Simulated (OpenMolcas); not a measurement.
## O2+: CASPT2 settings compared

```json
{"Program": "OpenMolcas", "Basis": "ANO-RCC-VTZP [4s3p2d1f]", "Scalar Hamiltonian": "DKH2, point nucleus", "Active space": "2 electrons in 3 orbitals (2p)", "State averaging": "2S+1 = 3 even, 3 roots; 2S+1 = 1 even, 6 roots", "Spin-orbit coupling": "RASSI with atomic mean-field integrals over the reference wave functions, term energies averaged over their components"}
```

Methods on the same reference wave functions:
A. CASSCF
B. SS-CASPT2, IPEA 0.1 Eh, real shift 0.25 Eh (closed shells correlated: 1s 2s)
C. SS-CASPT2, IPEA 0.3 Eh, sigma2 regulariser 0.25 Eh (closed shells correlated: 1s 2s)
D. SS-CASPT2, IPEA 0.35 Eh, sigma1 regulariser 0.4 Eh (closed shells correlated: 1s 2s)

Energies in cm⁻¹ above 2s² 2p² ³P₀, the measured ground level; measured values from Moore, Selected Tables of Atomic Spectra, NSRDS-NBS 3, section 11.

| Level | A | B | C | D | Measured |
| --- | --- | --- | --- | --- | --- |
| 2s² 2p² ³P₀ | 0.0 | 0.0 | 0.0 | 0.0 | 0.0 |
| 2s² 2p² ³P₁ | 114 | 114 | 114 | 114 | 113 |
| 2s² 2p² ³P₂ | 336 | 336 | 336 | 336 |  |
| 2s² 2p² ¹D₂ | 22739 | 20900 | 20730 | 20700 | 20273 |
| 2s² 2p² ¹S₀ | 56077 | 47200 | 47130 | 47140 | 43186 |

Deviations, from unrounded energies. A percentage is the sum of absolute deviations over the sum of measured energies, with the sign that they share, or ± where signs differ.

```csv
Against measurement,Levels,A,B,C,D
mean absolute deviation (cm-1),3,5100,1500,1500,1500
fine structure of the ground term (%),1,+0.3,+0.6,+0.6,+0.6
other terms of the ground configuration (%),2,+24.2,+7.3,+6.9,+6.9
```

C, D lie about equally close to measurement and A furthest from it. The largest miss of D in the table is 2s² 2p² ¹S₀, by +4000 cm-1. The ranking rests on the paired levels alone, and a cruder setting can come out closer through cancelling errors.

Among B to D the level of the table that moves most is 2s² 2p² ¹D₂, by 200 cm-1 (lowest in D, highest in B). Moves below CASPT2's spread within the term are not significant.

The mean deviations of B to D differ by less than CASPT2's widest spread within a term (96 cm-1), so their order carries little weight.

From A to B the spin-free energies of the other terms of 2s² 2p² shown, above ³P, scale by factors of 0.84 to 0.92.

The lowest spin-free term lies below A's lowest term by 0.087 hartree in B, 0.085 hartree in C, 0.084 hartree in D.

CASPT2 does not keep the components of a term degenerate, so their means are used; among the terms shown or strongly mixed into the levels shown the widest spread is 96 cm-1 (2s² 2p² ¹D, D). With the s shell closed, the reference lacks s² → p² mixing. Measured partners are found by configuration, term and J. A level has none where our copy of the source lacks it or the pairing is in doubt (some pairs that miss far off the trend of their configuration count as doubtful), and it then counts in no deviation. Levels of configurations outside the active space are missing.
